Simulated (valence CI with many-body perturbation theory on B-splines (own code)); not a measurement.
## Hyperfine factors and g values of Er19+

Computed by configuration interaction combined with many-body perturbation theory (CI+MBPT): three valence electrons over a frozen Dirac-Fock core [Kr] 4d10, a basis of 7 s, 7 p, 7 d, 7 f, 4 g, 2 h functions for each j, with the one-electron correlation potential Σ1 (screened to all orders), the two-electron term Σ2, the three-electron term Σ3, Breit, model QED; selected single and double excitations, second order for the rest, scaled by the run's own slope (own B-spline code, finite nucleus).

No measured levels were compared; by estimate terms of the open shell hold to a few per cent of their energy, and close levels can change places. The list stops below the first excitations out of the core.

A/g_I is the dipole constant over the nuclear g factor μ/I (μ in nuclear magnetons, uniformly magnetised nucleus), B/Q the quadrupole constant per barn. Both hold the static response of the core; the bare values leave it out. Large factors of s and p1/2 electrons are usually good to 5 to 10 %; those of open d and f shells near neutrality can be off by tens of per cent, and small factors of p3/2, d and f electrons come from cancelling terms and can be off by a factor of two or in sign, in half-filled shells by more. B is blank for J = 1/2, where it vanishes, and for nearly pure S terms. Energies count from the lowest level.

Names give the largest LS component (configuration and term), which can be under half, so a name can repeat, a term be missing and a line seem to break the LS rules; names also repeat where a configuration has a term twice. Letters in brackets count levels of one name in rising energy.

| Level | E (cm⁻¹) | g | A/g_I (MHz) | A/g_I bare | B/Q (MHz/b) | B/Q bare |
| --- | --- | --- | --- | --- | --- | --- |
| 4f3 4I°_9/2 | 0.0 | 0.744 | 2600 | 2390 | 951 | 830 |
| 4f3 4I°_11/2 | 9366 | 0.967 | 1820 | 1870 | 1060 | 904 |
| 4f3 4I°_13/2 | 18239 | 1.102 | 1380 | 1580 | 1260 | 1060 |
| 4f3 4I°_15/2 | 26592 | 1.189 | 1120 | 1430 | 1540 | 1280 |
| 4f3 4F°_3/2 | 27245 | 0.517 | 3140 | 2630 | -614 | -526 |
| 4f3 2H°_9/2 [a] | 30322 | 1.006 | 1830 | 1950 | -1090 | -942 |
| 4f3 4F°_5/2 | 33271 | 1.032 | 1530 | 1630 | -444 | -387 |
| 4f3 4S°_3/2 | 36466 | 1.796 | -741 | 291 | -275 | -251 |
| 4f3 4F°_7/2 | 36655 | 1.133 | 1310 | 1550 | -1670 | -1460 |
| 4f3 4G°_5/2 | 41695 | 0.591 | 2930 | 2510 | -495 | -413 |
| 4f3 4F°_9/2 | 43129 | 1.203 | 1060 | 1370 | -995 | -867 |
| 4f3 4G°_7/2 | 44662 | 1.009 | 1640 | 1720 | 635 | 557 |
| 4f3 2H°_11/2 [a] | 45141 | 1.106 | 1280 | 1470 | -251 | -244 |
| 4f3 2K°_13/2 | 48430 | 0.939 | 1860 | 1860 | 3660 | 3150 |
| 4f3 2G°_7/2 [a] | 51760 | 0.967 | 1640 | 1650 | -1630 | -1400 |
| 4f3 2D°_3/2 [a] | 53663 | 1.105 | 1110 | 1270 | -292 | -241 |
| 4f3 4G°_9/2 | 54051 | 1.148 | 1220 | 1470 | 331 | 279 |
| 4f3 2K°_15/2 | 56214 | 1.048 | 1530 | 1660 | 4290 | 3670 |
| 4f3 2P°_1/2 | 58440 | 0.526 | 4650 | 4440 |  |  |
| 4f3 4G°_11/2 | 61200 | 1.221 | 1050 | 1400 | 119 | 82.3 |
| 4f3 2G°_9/2 [a] | 62449 | 1.131 | 1160 | 1370 | -1270 | -1080 |
| 4f3 2D°_5/2 [a] | 62614 | 1.187 | 1140 | 1450 | -1520 | -1300 |
| 4f3 4D°_5/2 | 68199 | 1.275 | 968 | 1400 | 899 | 771 |
| 4f3 4D°_3/2 | 68740 | 1.087 | 1530 | 1740 | 413 | 365 |
| 4f3 2I°_11/2 | 70587 | 0.979 | 1640 | 1680 | 2400 | 2040 |
| 4f3 2D°_3/2 [b] | 73431 | 1.080 | 1370 | 1520 | -115 | -89.7 |
| 4f3 4D°_1/2 | 73967 | 0.133 | 5180 | 4370 |  |  |
| 4f3 2L°_15/2 | 75612 | 0.965 | 1650 | 1660 | 5730 | 4920 |
| 4f3 2I°_13/2 | 77481 | 1.071 | 1480 | 1640 | 2390 | 2050 |
| 4f3 4D°_7/2 | 79440 | 1.414 | 247 | 786 | 3210 | 2730 |
| 4f3 2L°_17/2 | 79854 | 1.057 | 1480 | 1620 | 6600 | 5650 |
| 4f3 2H°_9/2 [b] | 81452 | 0.924 | 1760 | 1720 | 1370 | 1180 |
| 4f3 2D°_3/2 [c] | 87476 | 0.937 | 1670 | 1620 | -287 | -255 |
| 4f3 2F°_5/2 [a] | 88274 | 1.096 | 1560 | 1790 | 265 | 220 |
| 4f3 2H°_11/2 [b] | 89586 | 1.060 | 1380 | 1500 | 1080 | 934 |
| 4f3 2D°_5/2 [b] | 100900 | 1.037 | 1500 | 1610 | 2550 | 2180 |
| 4f3 2F°_7/2 [a] | 102850 | 1.144 | 1230 | 1480 | 963 | 818 |
| 4f3 2G°_9/2 [b] | 115890 | 1.104 | 1390 | 1600 | 2140 | 1850 |
| 4f3 2G°_7/2 [b] | 119180 | 0.899 | 1740 | 1650 | 3110 | 2660 |
| 4f3 2F°_7/2 [b] | 161690 | 1.135 | 1150 | 1360 | 4380 | 3760 |

Task: Take the isotope of mass number 167, with I = 7/2, μ = -0.5623 μN and Q = 3.57 b. What is the hyperfine structure of 4f3 4I°_9/2?

Result: From the table A = -417 MHz, B = 3400 MHz. Shifts from the centre of gravity in MHz: F = 1: 9590, F = 2: 8270, F = 3: 6390, F = 4: 4070, F = 5: 1480, F = 6: -1180, F = 7: -3680, F = 8: -5720.
